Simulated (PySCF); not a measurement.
Isomers of C4H4FNSe, one conformer each. Method: core-valence-separated Tamm–Dancoff BHandHLYP/aug-pcX-1 (pcseg-1 on H, def2-SVPD on Se) in PySCF, non-relativistic, gas phase, PBE0-D3(BJ)/def2-SVP geometry. The energies are unshifted.

P. `FCc1cn[se]c1`
Q. `C[Se]/C(F)=C/C#N`
R. `FCc1c[se]cn1`

Main lines, eV (oscillator strength):
1. C K: 283.4 (0.039), 283.8 (0.044), 284.0 (0.062), 284.5 (0.050), 284.9 (0.075); N K: 396.9 (0.055), 397.1 (0.064); F K: 685.5 (0.011), 686.3 (0.027), 688.4 (0.013), 688.8 (0.003), 689.3 (0.003)
2. C K: 282.9 (0.061), 283.2 (0.039), 283.4 (0.069), 285.7 (0.014), 285.7 (0.032); N K: 396.8 (0.056), 398.3 (0.048), 401.8 (0.007); F K: 684.6 (0.024), 686.3 (0.004), 686.4 (0.007), 687.6 (0.003)
3. C K: 283.4 (0.055), 283.5 (0.066), 284.0 (0.061), 285.0 (0.040), 286.0 (0.042); N K: 396.9 (0.055), 400.5 (0.007), 400.6 (0.009); F K: 685.5 (0.025), 686.7 (0.013), 688.0 (0.005)
Listed: the first five lines at most of each edge with a tenth or more of its strongest line's intensity; roots within 0.03 eV on the same or equivalent atoms are summed. Only the lowest roots were sought, and the top ones are left out.

Q: Which spectrum belongs to which isomer?

A: 1 = Q, 2 = P, 3 = R.
- P: first C line listed at 282.9 eV, hole on the aromatic CH carbon (1s→π*); first N line listed at 396.8 eV, hole on the pyridine-type nitrogen; first F line listed at 684.6 eV, hole on the alkyl fluorine.
- Q: first C line listed at 283.4 eV, hole on the alkene CH carbon (1s→π*); first N line listed at 396.9 eV, hole on the nitrile nitrogen (1s→π*); first F line listed at 685.5 eV, hole on the vinyl fluorine.
- R: first C line listed at 283.4 eV, hole on the aromatic CH carbon (1s→π*); first N line listed at 396.9 eV, hole on the pyridine-type nitrogen; first F line listed at 685.5 eV, hole on the alkyl fluorine.

Q: What are the ground-state energies of the isomers at BHandHLYP/aug-pcX-1 (pcseg-1 on H, def2-SVPD on Se), relative to the lowest?

A: P 22.9, Q 65.9, R 0.0 kJ/mol (electronic energies on these geometries, no dispersion or zero-point terms).
